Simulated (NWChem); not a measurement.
System: C$_{4}$H$_{7}$F; SMILES CC/C=C\F

```xyz
12

C      0.2905     2.1316     0.3909
C      0.2016     0.9343    -0.5510
C     -0.8020    -0.0846    -0.1124
C     -0.5392    -1.3597     0.1594
F      0.6847    -1.8820     0.0532
H      1.0140     2.8741     0.0211
H      0.6081     1.8217     1.3983
H     -0.6834     2.6371     0.4912
H     -0.0699     1.2896    -1.5615
H      1.1865     0.4526    -0.6481
H     -1.8438     0.2285     0.0133
H     -1.2798    -2.0956     0.4856
```
Atoms are numbered in this order, from 1.

Computed with NWChem. Medium grid unless said otherwise, to which SCAN and Minnesota functionals are sensitive. Geometry: optimised at PBE0/def2-SVP. Total energies of different functionals are on different scales.

```tsv
level	energy (Ha)	highest occupied level (eV)	orbital gap (eV)	dipole (D)	relative time
PBE/def2-TZVP	-256.2438	-5.96	5.45	1.15	2
B3LYP/def2-TZVP	-256.5659	-6.98	7.20	1.29	1
Hartree-Fock/def2-TZVP	-255.0598	-9.86	13.62	1.50	1
PBE0/def2-TZVP	-256.2662	-7.18	7.69	1.28	2
M06-2X/def2-TZVP	-256.4431	-8.46	9.84	1.34	1
CAM-B3LYP/def2-TZVP	-256.4428	-8.56	10.14	1.34	10
```

Times are rough ratios from one shared machine.
